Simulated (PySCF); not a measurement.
A GIAO shielding run with PySCF 2.14.0 with density-fitted response routines (density fitting, non-relativistic, gas phase) on `InChI=1S/C4H13FN2Si2/c1-4(3-5)8-7(2)9-6/h1,3,6,8-9H2,2H3`:

```
$ OMP_NUM_THREADS=1 python probes_run.py task.json out

{"job": {"kind": "nmr", "xc": "PBE0", "basis": "pcSseg-1"}, "charge": 0, "multiplicity": 1}
C     -1.056563     1.414374     1.356332
C     -1.560653     0.675939     0.378379
C     -2.987190     0.219015     0.430422
F     -3.095365    -1.110909     0.080451
Si    -0.515964     0.149357    -1.120227
N      0.871394    -0.773305    -0.640840
C      0.662957    -2.185432    -0.381546
Si     2.323361    -0.136008     0.064816
N      2.401216     1.543061    -0.307678
H     -0.036929     1.759003     1.318069
H     -1.633887     1.707202     2.222566
H     -3.423694     0.314729     1.431068
H     -3.596823     0.772484    -0.294822
H     -0.060137     1.354306    -1.818049
H     -1.299184    -0.704228    -2.015114
H      1.587796    -2.736293    -0.551830
H     -0.105953    -2.583008    -1.041221
H      0.349553    -2.363447     0.650680
H      2.330031    -0.185615     1.532988
H      3.409313    -0.972050    -0.478597
H      3.203727     2.039919     0.041543
H      2.222584     1.820291    -1.259023
```

Hardware: 1 thread of an Arm Neoverse N1, shared host. The job also computes population analyses, field gradients.

Problem. How large is the calculation?

Solution. 88 electrons, 232 basis functions and 1241 auxiliary functions.

Problem. How long does it take, and how much memory does it need?

Solution. 110 s of wall time, with 14 SCF cycles and 5 response iterations; peak memory 1.1 GiB. Times on a shared host scatter by some tens of per cent.
